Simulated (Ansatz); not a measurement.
A structure relaxed at PBE-D4/def2-SVP in Ansatz, charge 0, singlet:

```xyz
54

Si    0.871    1.936   -3.328
Si   -3.037    3.006    0.601
Si   -3.233   -0.645    1.234
Si    0.450   -1.864   -3.702
Si   -1.612   -3.109   -1.075
O    -1.671    0.352   -1.619
Si    1.534    2.446    0.733
Si    0.001    1.419    2.213
Si    1.340   -0.834   -0.413
Si   -0.320   -2.716    2.391
Si    3.052   -0.450    3.350
Si   -1.984    2.088   -1.280
Si   -0.661    0.154   -3.181
Si    2.293    2.223   -1.483
Si   -2.704   -1.018   -1.018
Si   -1.763    2.927    2.595
Si   -1.247   -0.556    2.489
Si   -1.076   -3.598   -3.299
Si    2.359   -1.801   -2.315
Si    0.380   -2.914    0.171
Si    1.504    1.220    4.017
Si    3.223   -1.014    1.044
H     1.713    1.513   -4.510
H     0.176    3.218   -3.708
H    -2.880    4.385   -0.022
H    -4.511    2.718    0.662
H    -3.979   -1.911    1.586
H    -4.172    0.510    1.466
H     0.626   -1.628   -5.191
H    -2.695   -3.998   -0.501
H     1.222    3.919    0.956
H     2.840    2.219    1.476
H    -1.423   -3.658    2.814
H     0.807   -2.825    3.384
H     2.708   -1.684    4.148
H     4.418   -0.004    3.821
H    -2.688    2.534   -2.532
H    -0.599    2.665   -1.250
H    -1.809    0.387   -4.141
H     2.975    3.562   -1.724
H     3.375    1.182   -1.546
H    -3.888   -0.922   -1.949
H    -2.677    2.443    3.691
H    -1.359    4.351    2.885
H    -1.749   -0.310    3.899
H    -2.268   -3.519   -4.220
H    -0.435   -4.955   -3.425
H     2.971   -3.184   -2.261
H     3.338   -0.908   -3.043
H     1.141   -4.209   -0.036
H     2.194    2.540    4.257
H     0.789    0.821    5.286
H     4.316   -0.103    0.525
H     3.827   -2.404    1.075
```

(1) Give its formula.

(2) Summarise the bond lengths by kind (pairs closer than 1.2 times the sum of covalent radii, bridged metal pairs left out).

Results:

(1) Si21OH32.

(2) 24 × Si–Si 2.34 to 2.39 Å; 3 × O–Si 1.80 to 1.87 Å; 32 × H–Si 1.50 to 1.52 Å.

Single mean-field runs in def2-SVP are fitted with def2-universal-jkfit.
